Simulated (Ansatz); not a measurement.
Cost and result up the ladder for MoO4H2 (7 atoms). The state is a singlet with charge 0. Geometry: PBE-D4/def2-SVP.

Cartesian coordinates in Å:
```
Mo -0.101 0.044 -0.105
O -1.459 -1.197 -0.514
O 0.162 1.759 -0.837
O -0.204 -1.841 -0.617
O 0.161 1.859 0.574
H 1.500 -0.443 -0.055
H -0.060 -0.181 1.554
```

Ansatz on 4 threads of Arm Neoverse V1 on a shared host. Times are rough, and most runs start from the orbitals of an earlier one. CAM-B3LYP-D4/def2-TZVP serves as the yardstick here, not as an exact answer. Binding counts from free atoms at the same level (Mo septet, O triplet, H doublet; other spins of the atoms weren't run), without zero-point energy or a counterpoise term.

In the def2 sets Mo takes a core potential; there is no spin–orbit coupling. Correlated methods freeze 4 core orbitals; core or outer-core shells of Mo are correlated, in sets that lack core-valence functions. The structure holds 2 bonds between oxygen atoms, so isomers without such links may lie far lower. No other spin state of charge 0 was run. Another isomer (singlet) lies 4.69 eV lower at PBE0-D4/def2-TZVP; other spin states weren't run for this one.

Correlated methods converge slowly with the basis.

```tsv
level	functions	wall time	binding energy per atom (eV)	difference from CAM-B3LYP-D4/def2-TZVP (eV)	remarks
LDA (SPW92)/def2-TZVP	176	1.2 s	4.33	1.20	–
PBE-D4/def2-TZVP (with forces)	176	2.2 s	3.57	0.45	–
CAM-B3LYP-D4/def2-TZVP	176	3.4 s	3.12	0.00	–
PBE0-D4/def2-TZVP	176	3.5 s	3.05	-0.08	–
r2SCAN-D4/def2-TZVP	176	3.5 s	3.24	0.12	–
CCSD(T)/def2-TZVP	176	98 s	3.01	-0.12	test for broken spin undecided
```
